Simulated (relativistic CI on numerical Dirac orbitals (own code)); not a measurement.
## Hg II: sensitivity of the levels to the model

Base calculation: Dirac-Coulomb-Breit CI, KLI orbitals optimised for each configuration, QED by a radiative potential, valence Slater integrals scaled by 0.85, P86 correlation energy added to each configuration.

Configurations in the expansion (outside the closed core [Xe] 4f14): 5d¹⁰6s, 5d⁹6s², 5d¹⁰6p, 5d⁹6s6p, 5d¹⁰7s, 5d¹⁰6d, 5d¹⁰7p, 5d¹⁰5f, 5d¹⁰8s, 5d¹⁰7d, 5d¹⁰8p, 5d¹⁰9s, 5d¹⁰5g, 5d¹⁰6f, 5d¹⁰8d, 5d¹⁰9p, 5d¹⁰10s, 5d¹⁰10p, 5d⁹6s7p, 5d⁹6s7s, 5d⁹6s8s, 5d⁹6s5f, 5d⁹6s7d, 5d⁹6s6d, 5d⁹6s8p, 5d⁹6s9s, 5d⁹6s5g, 5d⁹6s6f, 5d⁹6s8d, 5d⁹6s9p. Double excitations out of closed p, d and f shells are left out; levels of such configurations are missing from the list, as are those of other unlisted configurations, and high levels can miss mixing partners.

Variants: (1) self-excluded LDA correlation estimate; (2) valence Slater integrals scaled by 0.75. Shifts of the energy above 5d¹⁰6s ²S1/2, in cm⁻¹, for the lowest level and the first level of each name with at least 55 % of one term (blank where a level changes its place among those of its configuration and J or its character, or is not in the variant):

```tsv
Level	Base	Δ(1)	Δ(2)	Measured
5d¹⁰6s ²S1/2	0.0	0.0	0.0	0.0
5d⁹6s² ²D5/2	41699.6	+204.9	+37.7	35514.6
5d¹⁰6p ²P°1/2	48817.6	+415.2	+300.6	51486.1
5d⁹6s² ²D3/2	55989.5	+205.2	-27.8	50555.6
5d¹⁰6p ²P°3/2	56810.6	+412.2	+295.1	60608.4
5d⁹6s6p ⁴P°5/2	77723.7	+391.2	+1607.6	
5d⁹6s6p ⁴F°7/2	82610.2	+389.4	+1080.9	
5d⁹6s6p ⁴F°9/2	88047.6	+390.7	+904.4	91139.5
5d¹⁰7s ²S1/2	88863.3	+3494.8	+23.7	95714.4
5d⁹6s6p ⁴F°3/2	91720.1	+390.7	+1001.9	
5d⁹6s6p ⁴D°7/2	92968.5	+385.2	+357.0	
5d⁹6s6p ²D°3/2	95836.2	+390.8	+653.4	
5d¹⁰6d ²D3/2	97624.9	+3029.9	+10.1	104984.1
5d¹⁰6d ²D5/2	98040.4	+3030.4	+11.3	105544.0
```

Correlation outside the listed configurations is missing or only estimated: errors of thousands of cm⁻¹ between configurations and terms are usual at this charge. Rates and lifetimes follow the computed energies and can be off by large factors. The fine structure of a lone outer electron comes out too small, for d and f at times inverted, and misplaced configurations move strength between like terms. 12 of the 20 excited levels that our extract of the measured tables holds in this range could be paired (the sources list more); they are missed by 6467 cm⁻¹ on average and 10121 at most, and levels without a partner can miss by more.

Measured levels: NIST Handbook of Basic Atomic Spectroscopic Data (Sansonetti and Martin, J. Phys. Chem. Ref. Data 34, 1559 (2005)).

Ionisation energy from the two ground configurations alone: base 17.92 eV; self-excluded LDA correlation estimate 18.15 eV. The NIST ASD value (measured) is 18.7569 eV. The gap of more than 2 % comes from missing correlation.

LS names give the leading component of a level, which can be under half, so a name can repeat, a term be missing and a line seem to break the LS rules.
